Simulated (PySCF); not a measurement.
**Structure from 2D NMR**

Compound of formula C7H13N. Correlations simulated from computed shifts and the bond graph:

HSQC (one-bond C–H):
```
  δH    δC
3.40  60.5
3.22  64.0
2.09  37.7
1.98  41.5
1.75  27.5
1.37  35.1
1.24  35.1
1.20  27.5
0.94  19.6
0.33  41.5
```

COSY cross peaks (H two or three bonds apart, from the bond graph; peaks can be absent where the dihedral angle is near 90°):
```
  δH    δH
3.40  1.98
3.40  1.37
3.40  1.24
3.40  0.33
3.22  2.09
3.22  1.75
3.22  1.20
2.09  1.98
2.09  0.94
2.09  0.33
1.98  0.33
1.75  1.37
1.75  1.24
1.75  1.20
1.37  1.24
1.37  1.20
1.24  1.20
```

HMBC (two and three bonds, from the bond graph):
```
  δH                                  δC
3.40        64.0, 41.5, 37.7, 35.1, 27.5
3.22  60.5, 41.5, 37.7, 35.1, 27.5, 19.6
2.09        64.0, 60.5, 41.5, 27.5, 19.6
1.98        64.0, 60.5, 37.7, 35.1, 19.6
1.75              64.0, 60.5, 37.7, 35.1
1.37              64.0, 60.5, 41.5, 27.5
1.24              64.0, 60.5, 41.5, 27.5
1.20              64.0, 60.5, 37.7, 35.1
0.94                    64.0, 41.5, 37.7
0.33        64.0, 60.5, 37.7, 35.1, 19.6
```

Theoretical values (PySCF 2.14): σ from GIAO-PBE0/pcSseg-1, GFN2-xTB structure. In vacuum, a single conformation, fast rotation and ring inversion assumed for equivalent nuclei, non-relativistic Hamiltonian.

Shifts are taken against calculated references (same method and geometry level): ¹H (σ = 31.72 ppm), ¹³C (σ = 186.93 ppm) vs TMS.

Exchangeable hydrogens are left out of these lists.

Problem. Which molecule is this?

Solution. SMILES [C@@H]1(C)C[C@@H]2CC[C@H]1N2.

Mapped SMILES: `[CH3:1][C@@H:2]1[CH2:3][C@@H:4]2[CH2:5][CH2:6][C@H:7]1[NH:8]2`. Hydrogens are named by the atom that carries them. Ha(C3) is cis to C1 on the ring; Ha(C5), Ha(C6) are cis to C2 on the ring; Hb(C3) is trans to C1 on the ring; Hb(C5), Hb(C6) are trans to C2 on the ring.

- δC 64.0 is C7, an sp3 CH bonded to N (δH 3.22).
- δC 60.5 is C4, an sp3 CH bonded to N (δH 3.40).
- δC 41.5 is C3, an sp3 CH2 in a ring (δH 1.98, 0.33).
- δC 37.7 is C2, an sp3 CH in a ring (δH 2.09).
- δC 35.1 is C5, an sp3 CH2 in a ring (δH 1.37, 1.24).
- δC 27.5 is C6, an sp3 CH2 in a ring (δH 1.75, 1.20).
- δC 19.6 is C1, a methyl carbon (δH 0.94).
- COSY links 3.40–1.98, 3.40–1.37, 3.40–1.24, 3.40–0.33, 3.22–2.09, 3.22–1.75.

The shifts were computed for this structure.

OH/NH shifts are gas-phase values; hydrogen bonding in solution moves them, usually downfield. Shifts are as computed. Against solution values, carbons near 30 ppm lie about +3 ppm off and those near 130 ppm about +5 ppm. Of 1211 compounds with measured shifts, 218 miss one by over three times the rms of a fit or turn the order of signals round; such compounds aren't used in these exercises.
